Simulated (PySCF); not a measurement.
[SnMe3]-, C3H9Sn (charge -1).
Bonds: Sn1–C2, Sn1–C6, Sn1–C10. Hydrogens: H3, H4, H5 on C2; H7, H8, H9 on C6; H11, H12, H13 on C10.

The calculation used PBE0-D3(BJ)/def2-SVP geometry optimisation, gas phase, def2 core potentials past Kr in PySCF.

Problem. How far are the bound atoms from Sn1?

Solution. 3 atoms: C6 2.262 Å, C2 2.262 Å, C10 2.262 Å. The nearest atom not counted as bound is H4, at 2.84 Å (others tie with it).

Problem. List the angles at Sn1.

Solution. 
```
     angle  degrees  distance of the outer atoms (Å)
 C2–Sn1–C6     92.6                             3.27
C2–Sn1–C10     92.6                             3.27
C6–Sn1–C10     92.3                             3.26
```

Problem. What is the shape at Sn1?

Solution. Pyramidal: angles 92.6°, 92.6° and 92.3°, sum 277.5°, 1.25 Å off the plane of its three neighbours.

Problem. What are the other bond lengths?

Solution. C2–H3 and 8 like bonds 1.105 Å.

Point group: near C3v, missed by 0.13 Å at most; the miss may be what the optimiser left on a soft mode (C3 holds within 0.08 Å). Charge -1, singlet. Whether it is a minimum is left open (no frequencies).
